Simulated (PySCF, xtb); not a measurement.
BrHMgO, SMILES [OH][Mg][Br]. Other conformers were not sampled.

Harmonic wavenumbers (cm⁻¹) from xtb with GFN2-xTB at its own minimum, in rising order: 75, 255, 333, 427, 689, 3765.

Task: What does PySCF with B3LYP-D3(BJ)/def2-TZVP give at its own minimum? (The exact figures need the calculation; the answer reports its results.)

Result: 97, 134, 135, 314, 826, 4019. Paired by order, the mean absolute difference is 141 cm⁻¹ and the zero-point energies are 7.9 and 7.9 kcal/mol.
